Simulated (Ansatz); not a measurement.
Gas-phase electronic energies from Ansatz, PBE0-D4/def2-TZVP geometries. CCSD(T)/CBS is the MP2 limit (def2-TZVPP, def2-QZVPP) plus CCSD(T) − MP2 in def2-TZVPP, frozen cores. Functionals use def2-TZVPP. For Ge outer-core shells are correlated without core-valence functions, which leaves a few kJ/mol of doubt a bond. Scalar relativity is left out up to krypton. Each species was taken in one conformer, which may not be the lowest.

Reaction (redistribution): `COB(C)N` + `[OH][Ge][F]` → `COB(C)O` + `[NH2][Ge][F]`

Task: Is it downhill or uphill in electronic energy at CCSD(T)/CBS, and by how much? (An estimate is asked.)

Result: Ansatz gave: Nearly level: ΔE = -0.01 eV.

Task: What do these levels give: LDA (SPW92), PBE-D4, revPBE-D4, r2SCANh-D4, CAM-B3LYP-D4, ωB97X-V, ωB97M-V, BLYP, HF/def2-SVP, CCSD/def2-SVP, HF/def2-QZVPP, MP2/def2-QZVPP? (Estimate.)

Result: Ansatz gave: LDA (SPW92) 0.00, PBE-D4 0.03, revPBE-D4 0.04, r2SCANh-D4 -0.02, CAM-B3LYP-D4 0.01, ωB97X-V 0.02, ωB97M-V 0.01, BLYP 0.03, HF/def2-SVP -0.15, CCSD/def2-SVP -0.11, HF/def2-QZVPP -0.05, MP2/def2-QZVPP 0.00 eV.

Task: What do rigid-rotor, harmonic-oscillator terms from PBE0-D4/def2-TZVP frequencies (298.15 K, 1 bar) make of the CCSD(T)/CBS value? (Best estimate.)

Result: Computed: ΔZPE = 0.00 eV, ΔH = -0.01 eV, ΔS = 4 J/(mol·K), ΔG = -0.02 eV.

Largest T1 diagnostic among the species: 0.015.

Leaving LDA and LC-ωPBE aside and taking each functional with its dispersion term where it has one, the values, not all of them listed here, spread over 0.06 eV, from r2SCAN0-D4 to BLYP-D4. From BLYP to BHLYP (50 % exact exchange), in def2-TZVPP and without D4, ΔE moves by −0.04 eV. In def2-TZVPP, CCSD(T) changes the Hartree–Fock value by +0.03 eV (the triples alone add +0.01 eV) and MP2 by +0.05 eV.
